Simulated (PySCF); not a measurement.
Species: thiophen-3-ylsilane, C₄H₆SSi, net charge 0, singlet state. 
Coordinates optimised at B3LYP-D3(BJ)/def2-TZVP (Ansatz):
SMILES: [SiH3]c1ccsc1
```xyz
12

Si     2.3513    -0.3340     0.3570
C      0.5144    -0.1307     0.1386
C     -0.4977    -0.8308     0.8716
C     -1.7652    -0.4868     0.5069
S     -1.7627     0.6982    -0.7382
C     -0.0460     0.7320    -0.7693
H      2.7605     0.0025     1.7421
H      2.7649    -1.7329     0.0905
H      3.0466     0.5686    -0.5895
H     -0.2868    -1.5616     1.6401
H     -2.6960    -0.8625     0.8993
H      0.4635     1.3879    -1.4571
```

Dispersion corrections to the total energy (kcal/mol) from the dftd3 and dftd4 libraries through PySCF: D3(BJ) without and D4 with the three-body term, each with the damping fitted for the functional named.

| functional | D3(BJ) | D4 |
|---|---|---|
| B3LYP | -14.63 | [?] |
| LC-wPBE | -8.06 | -9.34 |
| revPBE | -20.04 | -25.36 |
| PBE0 | -7.22 | [?] |
| CAM-B3LYP | [?] | -7.21 |
| HF | -63.80 | -29.66 |
| r2SCAN | -2.32 | -2.05 |

Problem. Some entries are withheld; supply them.

Solution. 
- B3LYP, D4: -13.54
- PBE0, D4: -7.08
- CAM-B3LYP, D3(BJ): -6.83
